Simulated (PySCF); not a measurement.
## C₆ coefficients of unlike pairs at UHF

Calculated with PySCF 2.14 from the dipole response of each species, C₆(A,B) = (3/π) ∫ α_A(iu) α_B(iu) du, in atomic units, from isotropic polarisabilities. For ions this is the dispersion term alone; charge-induced terms of lower order in 1/R come first.

```tsv
species	configuration	basis	relativity	α (bohr³)	C₆ (like pair)
Cs⁺	[Xe] (1S)	aug-cc-pwCVTZ-X2C with one added diffuse shell each of s, p, d, f type (12s11p9d5f)	spin-free X2C	15.69	133.9
Tl³⁺	[Xe] 4f14 5d10 (1S)	aug-cc-pVQZ-DK3 (10s9p7d4f2g)	spin-free X2C	4.722	24.69
Mn³⁺	[Ar] 3d4 (5D)	dyall-av2z (16s12p7d2f)	none	1.723	4.174
Ni	[Ar] 3d8 4s2 (3F)	aug-cc-pVTZ (8s7p5d3f2g)	none	65.27	574.8
```

Problem. Estimate C₆ for Ni with Cs⁺.

Solution. The integral gives 231.1. The combination rule 2 C_A C_B / (C_A α_B/α_A + C_B α_A/α_B) gives 221.4 and the geometric mean 277.4.

No spin-orbit coupling is included.

The other pairs:

```json
{"pair": "Ni, Tl³⁺", "C₆": "80.76"}
{"pair": "Mn³⁺, Cs⁺", "C₆": "21.28"}
{"pair": "Mn³⁺, Tl³⁺", "C₆": "10.06"}
{"pair": "Tl³⁺, Cs⁺", "C₆": "54.24"}
{"pair": "Ni, Mn³⁺", "C₆": "30.60"}
```
